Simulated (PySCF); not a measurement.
Species: C₆H₉BSSi.
Numbering: `[SiH3:1][S:2][C:3]1=[CH:4][CH:5]=[CH:6][CH:7]=[CH:8][BH:9]1` (hydrogens: H10, H11, H12 on Si1; H13 on C4; H14 on C5; H15 on C6; H16 on C7; H17 on C8; H18 on B9)

Geometry (PBE0-D3(BJ)/def2-SVP, Å), atoms numbered from 1 in this order:
```xyz
18
C6H9BSSi angstrom
Si     2.6588    0.3787   -0.4960
S      1.3244   -1.2116    0.0863
C     -0.3175   -0.6296   -0.2225
C     -1.2878   -1.5684    0.1033
C     -2.6912   -1.4874    0.0040
C     -3.5170   -0.4724   -0.4383
C     -3.1776    0.8072   -0.9286
C     -1.9256    1.3648   -1.0883
B     -0.5636    0.7748   -0.7891
H      2.5000    1.6103    0.3276
H      3.9768   -0.2548   -0.1907
H      2.5898    0.7003   -1.9493
H     -0.9265   -2.5262    0.4998
H     -3.2111   -2.3914    0.3374
H     -4.5884   -0.6926   -0.4027
H     -4.0406    1.4218   -1.2136
H     -1.9411    2.3847   -1.4921
H      0.4018    1.4740   -1.0175
```

Level: CAM-B3LYP/def2-SVPD in PySCF, non-relativistic, on one gas-phase PBE0-D3(BJ)/def2-SVP geometry that isn't relaxed in the solvent. The solvent is an IEF-PCM continuum (cavity from Bondi-type radii × 1.2), and excitations are vertical TDDFT with non-equilibrium linear response and a frozen core. The model holds no explicit solvent molecules, cavitation or dispersion.

Gas-phase singlets (H = HOMO, L = LUMO):

| state | E (eV) | λ (nm) | f | leading configuration |
| --- | --- | --- | --- | --- |
| S1 | 3.867 | 321 | 0.219 | H→L 82% |
| S2 | 4.044 | 307 | 0.103 | H→L+1 81% |
| S3 | 5.282 | 235 | 0.147 | H-1→L 79% |
| S4 | 5.359 | 231 | 0.001 | H-2→L 87% |
| S5 | 5.493 | 226 | 0.004 | H→L+2 73% |

Q: How does the list change in dimethylsulfoxide (ε = 46.83)?

A: 
| state | E (eV) | λ (nm) | f | leading configuration | change by rank (eV) |
| --- | --- | --- | --- | --- | --- |
| S1 | 3.855 | 322 | 0.331 | H→L 90% | -0.012 |
| S2 | 4.068 | 305 | 0.106 | H→L+1 86% | +0.024 |
| S3 | 5.210 | 238 | 0.251 | H-1→L 84% | -0.072 |
| S4 | 5.419 | 229 | 0.001 | H-2→L 87% | +0.060 |
| S5 | 5.542 | 224 | 0.006 | H→L+2 63% | +0.049 |

Q: How do the frontier levels move from gas to dimethylsulfoxide?

A: 
| orbital | gas (eV) | solvent (eV) | change (eV) | Löwdin shares, gas | Löwdin shares, solvent |
| --- | --- | --- | --- | --- | --- |
| LUMO+2 | 0.94 | 0.97 | +0.03 | S2 31 %, Si1 22 %, H12 8 %, H10 8 % | Si1 31 %, S2 28 %, H12 12 %, H10 12 % |
| LUMO+1 | -0.76 | -0.70 | +0.06 | B9 22 %, C7 16 %, C4 16 %, C3 10 % | B9 22 %, C7 16 %, C4 15 %, C3 10 % |
| LUMO | -1.21 | -1.14 | +0.07 | C3 19 %, C8 17 %, C5 14 %, C6 14 % | C3 19 %, C8 16 %, C6 14 %, C5 14 % |
| HOMO | -7.54 | -7.58 | -0.04 | S2 36 %, C3 14 %, C6 11 %, C4 8 % | S2 33 %, C3 14 %, C6 11 %, B9 8 % |
| HOMO-1 | -9.07 | -9.02 | +0.05 | C8 20 %, C5 17 %, C7 13 %, S2 12 % | C8 19 %, C5 17 %, C7 14 %, S2 13 % |
| HOMO-2 | -9.79 | -9.84 | -0.05 | S2 49 %, C3 14 %, Si1 10 %, B9 9 % | S2 46 %, C3 14 %, B9 10 %, Si1 9 % |
| HOMO-3 | -10.29 | -10.26 | +0.03 | B9 25 %, H18 20 %, Si1 11 %, C8 8 % | B9 25 %, H18 20 %, Si1 10 %, C8 9 % |

The HOMO–LUMO gap goes from 6.33 to 6.44 eV.
